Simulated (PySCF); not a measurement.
**SMILES [SiH3]O[SiH2][SiH2][SiH3], H$_{10}$OSi$_{4}$**

Cartesian coordinates in Å; atom numbers follow the order of the lines, from 1:
```xyz
15

Si   -3.1524   -0.4962   -0.1186
O    -2.0798    0.7130   -0.4850
Si   -0.4822    1.1313   -0.6614
Si    0.9553   -0.5660    0.0967
Si    3.1900    0.0599   -0.2523
H    -3.3544   -0.5730    1.3587
H    -2.6359   -1.8127   -0.6041
H    -4.4506   -0.1939   -0.7835
H    -0.2219    2.3808    0.1148
H    -0.1956    1.4076   -2.1026
H     0.6768   -1.8398   -0.6417
H     0.7222   -0.8141    1.5562
H     4.1250   -0.9546    0.3231
H     3.4506    0.1841   -1.7196
H     3.4541    1.3830    0.3931
```

Computed with GIAO B3LYP/pcSseg-0 magnetisability, rotational g tensor and spin-rotation constants, non-relativistic, gas phase in PySCF 2.14.0. Geometry: PBE0-D3(BJ)/def2-SVP.

**Question.** How diamagnetic is it, and how anisotropic?

**Answer.** Isotropic -1549 × 10⁻³⁰ J/T², or -93.3 × 10⁻⁶ cm³/mol; principal values -1730, -1485, -1434 × 10⁻³⁰ J/T², anisotropy 274 × 10⁻³⁰ J/T² (root of half the summed squared differences of the principal values). The susceptibility is in cgs units.

**Question.** Split it along the inertial axes a, b, c into diamagnetic and paramagnetic parts about the centre of mass, with the quadrupole moment.

**Answer.** 
| axis | χ (10⁻⁶ cm³/mol) | diamagnetic (10⁻⁶ cm³/mol) | paramagnetic (10⁻⁶ cm³/mol) | summed x² of all electrons (Å²) | quadrupole Θ (D Å) |
| --- | --- | --- | --- | --- | --- |
| a | -100.0 | -400.1 | 300.1 | 425.8 | +1.03 |
| b | -93.5 | -1918.9 | 1825.4 | 67.8 | -0.80 |
| c | -86.4 | -2094.0 | 2007.6 | 26.5 | -0.23 |

Anisotropies 2χaa − χbb − χcc = -20.1 and 2χbb − χaa − χcc = -0.7 × 10⁻⁶ cm³/mol. Θ is traceless in Buckingham's convention.

**Question.** And the rotational g tensor?

**Answer.** 
| axis | rotational constant (GHz) | g | nuclear part | electronic part |
| --- | --- | --- | --- | --- |
| a | 5.1010 | -0.0570 | 0.6621 | -0.7191 |
| b | 0.6697 | -0.0092 | 0.5651 | -0.5743 |
| c | 0.6094 | -0.0105 | 0.5643 | -0.5748 |

Asymmetric top; isotopes 1H, 16O, 28Si; no vibrational averaging.
